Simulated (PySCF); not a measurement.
**Magnetic susceptibility: `C=C(O/C=C/F)C(=O)O`, C₅H₅FO₃**

Geometry (Å), atoms numbered from 1 in this order:
```xyz
14

C     0.9531    1.5131   -0.1329
C     0.7675    0.2068    0.0581
O    -0.4170   -0.4610    0.1277
C    -1.5347    0.1332   -0.3640
C    -2.7382   -0.2476    0.0390
F    -3.8375    0.2948   -0.5080
C     1.9511   -0.6846    0.2556
O     3.0902   -0.2961    0.2524
O     1.6128   -1.9595    0.4349
H     0.1497    2.2180   -0.2452
H     1.9590    1.8886   -0.1599
H    -1.4100    0.8895   -1.1296
H    -2.9529   -0.9916    0.7885
H     2.4061   -2.5042    0.5612
```

Theory: PySCF, GIAO BLYP/6-31++G** magnetisability, non-relativistic, IEF-PCM chloroform. Geometry: GFN2-xTB.

Problem. What are the magnetisability and the molar susceptibility?

Solution. Isotropic -1028 × 10⁻³⁰ J/T², or -61.9 × 10⁻⁶ cm³/mol; principal values -1228, -959, -898 × 10⁻³⁰ J/T², anisotropy 304 × 10⁻³⁰ J/T² (root of half the summed squared differences of the principal values). The susceptibility is in cgs units.

Problem. Split it along the inertial axes a, b, c into diamagnetic and paramagnetic parts about the centre of mass, with the quadrupole moment.

Solution. 
| axis | χ (10⁻⁶ cm³/mol) | diamagnetic (10⁻⁶ cm³/mol) | paramagnetic (10⁻⁶ cm³/mol) | summed x² of all electrons (Å²) | quadrupole Θ (D Å) |
| --- | --- | --- | --- | --- | --- |
| a | -57.5 | -360.2 | 302.7 | 364.2 | -13.91 |
| b | -54.8 | -1600.1 | 1545.3 | 71.9 | +12.01 |
| c | -73.4 | -1850.0 | 1776.6 | 13.0 | +1.90 |

Anisotropies 2χaa − χbb − χcc = +13.1 and 2χbb − χaa − χcc = +21.4 × 10⁻⁶ cm³/mol. Θ is traceless in Buckingham's convention.
